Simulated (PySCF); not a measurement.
Sn⁴⁷⁺ (tin, charge +47) across methods

[He] 2s1, 2S determinant. All numbers are calculated (PySCF 2.14, no relativity, point nucleus, in an uncontracted even-tempered set (17 s from 23 bohr⁻², ratio 2.2; 8 p from 34 bohr⁻², ratio 2.4; 5 d from 100 bohr⁻², ratio 2.4; 5 f from 160 bohr⁻², ratio 2.4; 4 g from 230 bohr⁻², ratio 2.4)).

```
method  E (hartree)  mean ε 1s α (eV)  mean ε 1s β (eV)  mean ε 2s α (eV)  Σ⟨r²⟩ (bohr²)   ⟨S²⟩
   LDA     -2757.38          -32549.4          -32534.3           -7887.7        0.02013  0.750
PBEsol     -2759.78          -32571.4          -32557.7           -7892.4        0.02011  0.750
   UHF  -2761.71351          -32918.8          -32890.1           -7969.0        0.02011  0.750
   PBE     -2761.27          -32588.2          -32574.0           -7896.0        0.02011  0.750
r2SCAN     -2761.66          -32624.2          -32611.9           -7900.9        0.02011  0.750
  PBE0     -2761.40          -32671.0          -32653.3           -7914.4        0.02011  0.750
 B97-3     -2761.56          -32675.3          -32658.9           -7916.2        0.02010  0.750
```

A non-relativistic calculation at this Z misses sizeable relativistic shifts.
